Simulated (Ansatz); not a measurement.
Harmonic frequencies (cm⁻¹) at PBE0-D4/def2-TZVP from Ansatz: 10, 67, 81, 152, 375, 428, 529, 549, 621, 643, 674, 708, 784, 798, 1234, 1433, 1450, 1453, 1948, 1959, 2356, 3072, 3170, 3174.

Each molecule was computed in one conformer, which needn't be the lowest.

**Question.** Which molecule is it?
A. `CC(=O)[O][SnH3]`
B. `C[CH2][SnH]([F])[F]`
C. `[CH3][SnH2][N]=C=O`
D. `C[NH][SnH]([F])[Cl]`

**Answer.** C.
